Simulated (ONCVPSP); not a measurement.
**Reading a pseudo-wave (Ru (Z = 44))**

Columns: radius, all-electron u(r) and pseudo u(r) of the 4s shell (level -73.59 eV) of ruthenium in the configuration [Ar] 3d10 4s2 4p6 4d8; PBE, scalar-relativistic, ONCV scheme, ONCVPSP 4.0.1.

```json
{"r (bohr)": "0.078", "all-electron": "0.3547", "pseudo": "0.0569"}
{"r (bohr)": "0.155", "all-electron": "0.1195", "pseudo": "0.1226"}
{"r (bohr)": "0.232", "all-electron": "-0.4444", "pseudo": "0.2051"}
{"r (bohr)": "0.310", "all-electron": "-0.6293", "pseudo": "0.3092"}
{"r (bohr)": "0.388", "all-electron": "-0.4417", "pseudo": "0.4325"}
{"r (bohr)": "0.465", "all-electron": "-0.0791", "pseudo": "0.5672"}
{"r (bohr)": "0.542", "all-electron": "0.3106", "pseudo": "0.7053"}
{"r (bohr)": "0.620", "all-electron": "0.6495", "pseudo": "0.8373"}
{"r (bohr)": "0.698", "all-electron": "0.8994", "pseudo": "0.9499"}
{"r (bohr)": "0.775", "all-electron": "1.0569", "pseudo": "1.0332"}
{"r (bohr)": "0.852", "all-electron": "1.1361", "pseudo": "1.0833"}
{"r (bohr)": "0.930", "all-electron": "1.1530", "pseudo": "1.0987"}
{"r (bohr)": "1.008", "all-electron": "1.1232", "pseudo": "1.0806"}
{"r (bohr)": "1.085", "all-electron": "1.0631", "pseudo": "1.0352"}
{"r (bohr)": "1.162", "all-electron": "0.9845", "pseudo": "0.9690"}
{"r (bohr)": "1.240", "all-electron": "0.8953", "pseudo": "0.8883"}
{"r (bohr)": "1.318", "all-electron": "0.8033", "pseudo": "0.8009"}
{"r (bohr)": "1.395", "all-electron": "0.7141", "pseudo": "0.7136"}
{"r (bohr)": "1.472", "all-electron": "0.6296", "pseudo": "0.6295"}
{"r (bohr)": "1.550", "all-electron": "0.5502", "pseudo": "0.5502"}
{"r (bohr)": "1.628", "all-electron": "0.4780", "pseudo": "0.4780"}
{"r (bohr)": "1.705", "all-electron": "0.4141", "pseudo": "0.4141"}
{"r (bohr)": "1.782", "all-electron": "0.3573", "pseudo": "0.3573"}
{"r (bohr)": "1.860", "all-electron": "0.3066", "pseudo": "0.3066"}
{"r (bohr)": "1.938", "all-electron": "0.2624", "pseudo": "0.2624"}
{"r (bohr)": "2.015", "all-electron": "0.2245", "pseudo": "0.2245"}
```

(1) How many radial nodes do the two functions have?

(2) At about which radius was the pseudo-wave matched?

(3) Where does each function peak?

(4) Is the pseudo-wave norm-conserving?

## Answers

(1) The all-electron 4s function has n − l − 1 = 3 (the table is too coarse to show those close to the nucleus); the pseudo-wave has 0, since the states of the same l below it are removed with the core.

(2) 1.55 bohr. The columns agree to 0.0005 from 1.40 bohr on; several derivatives are matched, so the curves merge somewhat inside the radius.

(3) Outermost all-electron maximum near 0.93 bohr, pseudo maximum near 0.93 bohr (to the table’s step).

(4) Yes: the ONCV scheme keeps the norm inside the radius equal to the all-electron one, which fixes the energy derivative of the logarithmic derivative at the level.
